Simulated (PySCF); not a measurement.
Orbital levels and atomic charges: [Mg8P9H31Se3Br5O4]+

System: [Mg8P9H31Se3Br5O4]+ (II VI ligated).

Cartesian coordinates (Å):
```
  1 Mg   -1.037   -2.696   -2.678
  2 Mg   -2.576   -1.248   -0.280
  3 Mg   -1.232   -1.614    3.538
  4 Mg   -0.253    1.229   -2.404
  5 Mg    2.919    2.354    0.008
  6 Mg    5.654   -1.094   -0.210
  7 Mg    0.447    1.429    2.316
  8 Mg    1.091   -1.382    0.549
  9 Se   -0.718   -2.756   -0.343
 10 Br    0.073   -0.784   -3.940
 11 Br   -2.893   -0.171    2.068
 12 Se    0.938   -0.811    2.942
 13 Se    0.923    1.095   -0.334
 14 Br    5.174    1.401   -0.362
 15 Br    2.349    3.213    2.380
 16 Br    3.419   -2.177   -0.164
 17 P    -2.551   -4.049   -4.099
 18 H    -3.669   -4.499   -3.436
 19 H    -3.230   -3.361   -5.077
 20 H    -2.447   -5.223   -4.885
 21 P     7.829   -1.861   -0.711
 22 H     8.467   -2.125   -1.983
 23 H     8.866   -1.067   -0.288
 24 H     8.255   -3.050   -0.174
 25 P     1.306    2.553   -4.282
 26 H     1.877    3.806   -4.450
 27 H     2.519    1.904   -4.425
 28 H     1.006    2.431   -5.626
 29 P    -4.750   -1.945   -1.279
 30 H    -5.949   -1.924   -0.511
 31 H    -5.327   -1.233   -2.305
 32 H    -5.023   -3.195   -1.783
 33 P     3.037    4.970   -0.128
 34 H     3.889    5.454    0.840
 35 H     3.333    6.006   -1.017
 36 H     1.934    5.618    0.386
 37 P    -0.021    2.266    5.039
 38 H    -0.291    3.451    5.708
 39 H    -0.888    1.543    5.851
 40 H     1.066    1.986    5.851
 41 P    -2.279   -2.686    5.416
 42 H    -3.537   -3.205    5.217
 43 H    -1.688   -3.845    5.864
 44 H    -2.607   -2.268    6.764
 45 P    -1.881    2.655    1.881
 46 H    -2.560    2.529    0.687
 47 H    -3.023    2.753    2.650
 48 H    -1.783    4.052    1.743
 49 P    -2.551    1.968   -2.842
 50 H    -3.503    1.103   -3.329
 51 H    -3.368    2.700   -2.012
 52 H    -2.757    2.884   -3.937
 53 O    -2.613    0.591   -1.174
 54 H    -3.369    0.851   -0.636
 55 O     7.004   -1.501    1.153
 56 H     7.461   -1.630    1.991
 57 O    -1.881   -3.451    3.484
 58 H    -2.088   -4.356    3.229
 59 O    -3.132   -2.140   -2.909
 60 H    -3.359   -1.450   -3.541
```

Method: PBE/def2-SVP, gas phase, PySCF, fitting set def2-universal-JFIT, grid level 1.

Spin-orbit coupling is left out, which matters for the heavier atoms here.

Task: Give the orbital energies near the gap.

Result: 
```json
{"orbital": "HOMO-4", "eV": "-7.85"}
{"orbital": "HOMO-3", "eV": "-7.79"}
{"orbital": "HOMO-2", "eV": "-7.50"}
{"orbital": "HOMO-1", "eV": "-7.27"}
{"orbital": "HOMO", "eV": "-7.00"}
{"orbital": "LUMO", "eV": "-4.23"}
{"orbital": "LUMO+1", "eV": "-3.88"}
{"orbital": "LUMO+2", "eV": "-3.64"}
{"orbital": "LUMO+3", "eV": "-3.63"}
```

Task: Give the partial charges of the non-hydrogen atoms.

Result: 
```json
{"atom": "Mg1", "Mulliken": "0.43", "IAO": "1.43", "Hirshfeld": "0.34"}
{"atom": "Mg2", "Mulliken": "0.33", "IAO": "1.43", "Hirshfeld": "0.28"}
{"atom": "Mg3", "Mulliken": "0.47", "IAO": "1.43", "Hirshfeld": "0.29"}
{"atom": "Mg4", "Mulliken": "0.43", "IAO": "1.41", "Hirshfeld": "0.29"}
{"atom": "Mg5", "Mulliken": "0.43", "IAO": "1.43", "Hirshfeld": "0.29"}
{"atom": "Mg6", "Mulliken": "0.45", "IAO": "1.46", "Hirshfeld": "0.35"}
{"atom": "Mg7", "Mulliken": "0.41", "IAO": "1.39", "Hirshfeld": "0.23"}
{"atom": "Mg8", "Mulliken": "0.57", "IAO": "1.41", "Hirshfeld": "0.26"}
{"atom": "Se9", "Mulliken": "-0.48", "IAO": "-1.36", "Hirshfeld": "-0.30"}
{"atom": "Br10", "Mulliken": "-0.28", "IAO": "-0.73", "Hirshfeld": "-0.17"}
{"atom": "Br11", "Mulliken": "-0.31", "IAO": "-0.70", "Hirshfeld": "-0.14"}
{"atom": "Se12", "Mulliken": "-0.44", "IAO": "-1.36", "Hirshfeld": "-0.32"}
{"atom": "Se13", "Mulliken": "-0.58", "IAO": "-1.38", "Hirshfeld": "-0.28"}
{"atom": "Br14", "Mulliken": "-0.28", "IAO": "-0.73", "Hirshfeld": "-0.16"}
{"atom": "Br15", "Mulliken": "-0.23", "IAO": "-0.73", "Hirshfeld": "-0.17"}
{"atom": "Br16", "Mulliken": "-0.30", "IAO": "-0.74", "Hirshfeld": "-0.17"}
{"atom": "P17", "Mulliken": "0.12", "IAO": "0.03", "Hirshfeld": "0.13"}
{"atom": "P21", "Mulliken": "0.18", "IAO": "0.08", "Hirshfeld": "0.10"}
{"atom": "P25", "Mulliken": "0.04", "IAO": "-0.04", "Hirshfeld": "0.16"}
{"atom": "P29", "Mulliken": "0.15", "IAO": "0.04", "Hirshfeld": "0.13"}
{"atom": "P33", "Mulliken": "0.06", "IAO": "-0.05", "Hirshfeld": "0.15"}
{"atom": "P37", "Mulliken": "0.03", "IAO": "-0.04", "Hirshfeld": "0.14"}
{"atom": "P41", "Mulliken": "0.15", "IAO": "0.07", "Hirshfeld": "0.10"}
{"atom": "P45", "Mulliken": "0.03", "IAO": "-0.02", "Hirshfeld": "0.12"}
{"atom": "P49", "Mulliken": "0.15", "IAO": "0.07", "Hirshfeld": "0.12"}
{"atom": "O53", "Mulliken": "-0.47", "IAO": "-1.02", "Hirshfeld": "-0.31"}
{"atom": "O55", "Mulliken": "-0.49", "IAO": "-1.03", "Hirshfeld": "-0.34"}
{"atom": "O57", "Mulliken": "-0.48", "IAO": "-1.04", "Hirshfeld": "-0.35"}
{"atom": "O59", "Mulliken": "-0.49", "IAO": "-0.99", "Hirshfeld": "-0.29"}
```
